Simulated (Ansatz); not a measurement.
Ansatz (a first-principles code) input (CCSD(T)/6-31G*):

Ansatz 0.2 input:
```yaml
crystal:
  periodic: [false, false, false]
  atoms:
    - {symbol: P, position_ang: [1.05371992, -0.04559710, 0.53336622]}
    - {symbol: P, position_ang: [-0.95159722, 0.07206098, -0.38132630]}
    - {symbol: H, position_ang: [1.62055299, 0.60298414, -0.59471627]}
    - {symbol: H, position_ang: [1.23148554, -1.35161609, 0.00682918]}
    - {symbol: H, position_ang: [-1.85932400, -0.71480818, 0.33747934]}
    - {symbol: H, position_ang: [-1.44211500, 1.38116975, -0.30757635]}
    - {symbol: H, position_ang: [-1.08243994, -0.31468783, -1.72261470]}
basis:
  gaussian:
    orbitals: 6-31G*
total_charge: 1
magnetization: {spin_polarized: false}
correlation: {method: ccsd_t, electrons: outside_noble_gas}
```

End of the output:

```
integrals: 0.02 GiB planned
490 factors; integrals over basis functions are off by at most 8.4e-4 eV
mean field: 0.10 GiB planned
mean field evaluation 1: about -18613.5874 eV, gradient 1.4e1 eV
mean field evaluation 2: about -18613.6362 eV, gradient 1.4e1 eV
mean field evaluation 4: about -18614.6606 eV, gradient 1.4e0 eV
mean field evaluation 8: about -18614.6728 eV, gradient 5.9e-4 eV
mean field evaluation 16: about -18614.6727 eV, gradient 4.6e-2 eV
mean field -18614.67276779 eV, -684.0766067379 hartree, gradient 1.7e-6 eV, S^2 0.000000; 0 other end points of the search recorded, 0 dependent functions left out
10 core orbitals not correlated
reference -18614.67276779 eV, -684.0766067379 hartree; 7, 7 occupied and 31, 31 virtual orbitals, 490 factors
second order -5.45833857 eV of doubles, -0.00000000 eV of singles
coupled cluster: 0.07 GiB planned
cycle   1  -6.29535450 eV  change   -8.4e-1 eV  update   7.3e-2
cycle   2  -6.63092336 eV  change   -3.4e-1 eV  update   2.6e-2
cycle   3  -6.65116129 eV  change   -2.0e-2 eV  update   6.2e-3
cycle   4  -6.65008792 eV  change    1.1e-3 eV  update   2.0e-3
cycle   5  -6.64959674 eV  change    4.9e-4 eV  update   7.0e-4
cycle   6  -6.64955942 eV  change    3.7e-5 eV  update   2.2e-4
cycle   7  -6.64956441 eV  change   -5.0e-6 eV  update   7.2e-5
cycle   8  -6.64957703 eV  change   -1.3e-5 eV  update   2.4e-5
cycle   9  -6.64957497 eV  change    2.1e-6 eV  update   7.6e-6
perturbative correction -0.18523186 eV, -0.0068071454 hartree
Total energy: -18621.50757463 eV, -684.3277812563 hartree
```

It need not be the lowest isomer of its formula.
